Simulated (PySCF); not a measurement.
H2BeOSe (SMILES [OH][Be][SeH]), singlet, geometry from GFN2-xTB (such geometries of metal compounds can be far from the true shape), atoms displaced at random by about 0.03 Å a coordinate. Base run: TPSS/STO-3G, gradient in PySCF.

Here is a job for PySCF.
```python
from pyscf import gto, scf, dft

mol = gto.Mole()
mol.atom = '''
    Be    0.889785   -0.828543   -0.158486
    O     1.825244   -1.727841   -0.477490
    H     2.465450   -2.331164   -0.598790
    Se   -0.519280    0.585377    0.115025
    H    -1.245561    0.117961    1.281279
'''
mol.basis = 'sto-3g'
mol.charge = 0
mol.spin = 0
mol.verbose = 4
mol.build()

mf = dft.RKS(mol)
mf.xc = 'tpss'
mf.kernel()
g = mf.nuc_grad_method()
grad = g.kernel()
```

The coordinate followed is z of atom 5.

Variants of this job, named by their change:

```
change                                                  dE/dx (Eh/bohr)  net force (Eh/bohr)
------------------------------------------------------  ---------------  -------------------
base                                                          -0.004709             0.000468
density fitting = on                                          -0.004723             0.000468
finite difference step (bohr) = 1e-5; conv_tol = 1e-11        -0.004697                    -
conv_tol = 1e-6                                               -0.004710             0.000468
grids.level = 5; grid_response = off                          -0.004708             0.000050
conv_tol = 1e-11                                              -0.004709             0.000468
finite difference step (bohr) = 1e-3; conv_tol = 1e-11        -0.004697                    -
grids.level = 0; grid_response = off                          -0.005388             0.043264
density fitting = on; auxbasis_response = off                 -0.004795             0.003367
finite difference step (bohr) = 0.05; conv_tol = 1e-11        -0.004788                    -
grids.level = 5; grid_response = on                           -0.004709             0.000000
grids.level = 1; grid_response = on                           -0.004803             0.000000
```

The net force is zero for an exact gradient.
